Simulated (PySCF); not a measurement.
Ligand exchange on a metal centre used in film growth or etching (Zn OH-SH). All species are isolated molecules in the gas phase. One relaxed conformer stands for each flexible species; it need not be the lowest.

The HOMO from two functionals at the same geometries (r2SCAN-D4/def2-SVP), both in PySCF: PBE-D3(BJ)/def2-TZVP and B3LYP-D3(BJ)/def2-TZVP. B3LYP has the VWN-RPA correlation part, as in Gaussian. 

| species | PBE-D3(BJ)/def2-TZVP (eV) |
|---|---|
| 0 of 2 OH replaced by SH ([Zn(OH)2]) | -6.76 |
| 1 of 2 OH replaced by SH | -6.27 |
| 2 of 2 OH replaced by SH | -6.33 |

What does B3LYP-D3(BJ)/def2-TZVP give for each?


- 0 of 2 OH replaced by SH ([Zn(OH)2]): -8.16
- 1 of 2 OH replaced by SH: -7.24
- 2 of 2 OH replaced by SH: -7.27
Over these rows, drawn at random from the members with no instability flagged (it was tested for open shells, ions and some series alone), PBE minus B3LYP-D3(BJ): mean +1.10 eV, from +0.94 eV to +1.40 eV.
